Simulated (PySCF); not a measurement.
Mg(Cp)2, C10H10Mg, singlet, GFN2-xTB optimised geometry.

```
21

Mg    -0.01     0.02     0.00
C      1.14     2.00     0.00
C      1.84     1.09    -0.81
C      2.28     0.02     0.00
C      1.84     0.27     1.32
C      1.13     1.49     1.32
H      0.81     2.99    -0.30
H      2.15     1.27    -1.84
H      2.97    -0.75    -0.30
H      2.14    -0.28     2.20
H      0.80     2.03     2.20
C     -2.28    -0.08     0.17
C     -1.75    -1.24     0.77
C     -1.09    -1.98    -0.23
C     -1.21    -1.28    -1.45
C     -1.95    -0.10    -1.20
H     -2.97     0.61     0.64
H     -1.96    -1.59     1.77
H     -0.71    -2.99    -0.13
H     -0.94    -1.65    -2.43
H     -2.34     0.57    -1.95
```

Density from PySCF with B3LYP/def2-SVP at that geometry.

Minimum of the electron density along straight lines between bonded atoms, close to the bond critical point (lines longer than 1.1 times the sum of covalent radii, or with two minima, are not listed):

```json
[
 {"bond": "Mg1–C2", "length / Å": "2.284", "ρ at the minimum / e bohr⁻³": "0.029", "∇²ρ there / e bohr⁻⁵": "0.16", "position (fraction from the first atom)": "0.42"},
 {"bond": "Mg1–C3", "length / Å": "2.288", "ρ at the minimum / e bohr⁻³": "0.029", "∇²ρ there / e bohr⁻⁵": "0.16", "position (fraction from the first atom)": "0.42"},
 {"bond": "C2–C3", "length / Å": "1.411", "ρ at the minimum / e bohr⁻³": "0.297", "∇²ρ there / e bohr⁻⁵": "-0.70", "position (fraction from the first atom)": "0.50"},
 {"bond": "Mg1–C4", "length / Å": "2.286", "ρ at the minimum / e bohr⁻³": "0.029", "∇²ρ there / e bohr⁻⁵": "0.16", "position (fraction from the first atom)": "0.42"},
 {"bond": "C3–C4", "length / Å": "1.411", "ρ at the minimum / e bohr⁻³": "0.297", "∇²ρ there / e bohr⁻⁵": "-0.70", "position (fraction from the first atom)": "0.50"},
 {"bond": "Mg1–C5", "length / Å": "2.282", "ρ at the minimum / e bohr⁻³": "0.029", "∇²ρ there / e bohr⁻⁵": "0.16", "position (fraction from the first atom)": "0.42"},
 {"bond": "C4–C5", "length / Å": "1.411", "ρ at the minimum / e bohr⁻³": "0.296", "∇²ρ there / e bohr⁻⁵": "-0.70", "position (fraction from the first atom)": "0.50"},
 {"bond": "Mg1–C6", "length / Å": "2.280", "ρ at the minimum / e bohr⁻³": "0.029", "∇²ρ there / e bohr⁻⁵": "0.16", "position (fraction from the first atom)": "0.42"},
 {"bond": "C2–C6", "length / Å": "1.412", "ρ at the minimum / e bohr⁻³": "0.296", "∇²ρ there / e bohr⁻⁵": "-0.70", "position (fraction from the first atom)": "0.50"},
 {"bond": "C5–C6", "length / Å": "1.412", "ρ at the minimum / e bohr⁻³": "0.296", "∇²ρ there / e bohr⁻⁵": "-0.70", "position (fraction from the first atom)": "0.50"},
 {"bond": "C2–H7", "length / Å": "1.081", "ρ at the minimum / e bohr⁻³": "0.279", "∇²ρ there / e bohr⁻⁵": "-1.05", "position (fraction from the first atom)": "0.63"},
 {"bond": "C3–H8", "length / Å": "1.081", "ρ at the minimum / e bohr⁻³": "0.279", "∇²ρ there / e bohr⁻⁵": "-1.05", "position (fraction from the first atom)": "0.63"},
 {"bond": "C4–H9", "length / Å": "1.081", "ρ at the minimum / e bohr⁻³": "0.279", "∇²ρ there / e bohr⁻⁵": "-1.05", "position (fraction from the first atom)": "0.63"},
 {"bond": "C5–H10", "length / Å": "1.081", "ρ at the minimum / e bohr⁻³": "0.279", "∇²ρ there / e bohr⁻⁵": "-1.05", "position (fraction from the first atom)": "0.63"},
 {"bond": "C6–H11", "length / Å": "1.081", "ρ at the minimum / e bohr⁻³": "0.279", "∇²ρ there / e bohr⁻⁵": "-1.05", "position (fraction from the first atom)": "0.63"},
 {"bond": "Mg1–C12", "length / Å": "2.281", "ρ at the minimum / e bohr⁻³": "0.029", "∇²ρ there / e bohr⁻⁵": "0.16", "position (fraction from the first atom)": "0.42"},
 {"bond": "Mg1–C13", "length / Å": "2.280", "ρ at the minimum / e bohr⁻³": "0.029", "∇²ρ there / e bohr⁻⁵": "0.16", "position (fraction from the first atom)": "0.42"},
 {"bond": "C12–C13", "length / Å": "1.412", "ρ at the minimum / e bohr⁻³": "0.296", "∇²ρ there / e bohr⁻⁵": "-0.70", "position (fraction from the first atom)": "0.50"},
 {"bond": "Mg1–C14", "length / Å": "2.284", "ρ at the minimum / e bohr⁻³": "0.029", "∇²ρ there / e bohr⁻⁵": "0.16", "position (fraction from the first atom)": "0.42"},
 {"bond": "C13–C14", "length / Å": "1.412", "ρ at the minimum / e bohr⁻³": "0.296", "∇²ρ there / e bohr⁻⁵": "-0.70", "position (fraction from the first atom)": "0.50"},
 {"bond": "Mg1–C15", "length / Å": "2.288", "ρ at the minimum / e bohr⁻³": "0.029", "∇²ρ there / e bohr⁻⁵": "0.16", "position (fraction from the first atom)": "0.42"},
 {"bond": "C14–C15", "length / Å": "1.411", "ρ at the minimum / e bohr⁻³": "0.297", "∇²ρ there / e bohr⁻⁵": "-0.70", "position (fraction from the first atom)": "0.50"},
 {"bond": "Mg1–C16", "length / Å": "2.286", "ρ at the minimum / e bohr⁻³": "0.029", "∇²ρ there / e bohr⁻⁵": "0.16", "position (fraction from the first atom)": "0.42"},
 {"bond": "C12–C16", "length / Å": "1.411", "ρ at the minimum / e bohr⁻³": "0.296", "∇²ρ there / e bohr⁻⁵": "-0.70", "position (fraction from the first atom)": "0.50"},
 {"bond": "C15–C16", "length / Å": "1.411", "ρ at the minimum / e bohr⁻³": "0.297", "∇²ρ there / e bohr⁻⁵": "-0.70", "position (fraction from the first atom)": "0.50"},
 {"bond": "C12–H17", "length / Å": "1.081", "ρ at the minimum / e bohr⁻³": "0.279", "∇²ρ there / e bohr⁻⁵": "-1.05", "position (fraction from the first atom)": "0.63"},
 {"bond": "C13–H18", "length / Å": "1.081", "ρ at the minimum / e bohr⁻³": "0.279", "∇²ρ there / e bohr⁻⁵": "-1.05", "position (fraction from the first atom)": "0.63"},
 {"bond": "C14–H19", "length / Å": "1.081", "ρ at the minimum / e bohr⁻³": "0.279", "∇²ρ there / e bohr⁻⁵": "-1.05", "position (fraction from the first atom)": "0.63"},
 {"bond": "C15–H20", "length / Å": "1.081", "ρ at the minimum / e bohr⁻³": "0.279", "∇²ρ there / e bohr⁻⁵": "-1.05", "position (fraction from the first atom)": "0.63"},
 {"bond": "C16–H21", "length / Å": "1.081", "ρ at the minimum / e bohr⁻³": "0.279", "∇²ρ there / e bohr⁻⁵": "-1.05", "position (fraction from the first atom)": "0.63"}
]
```
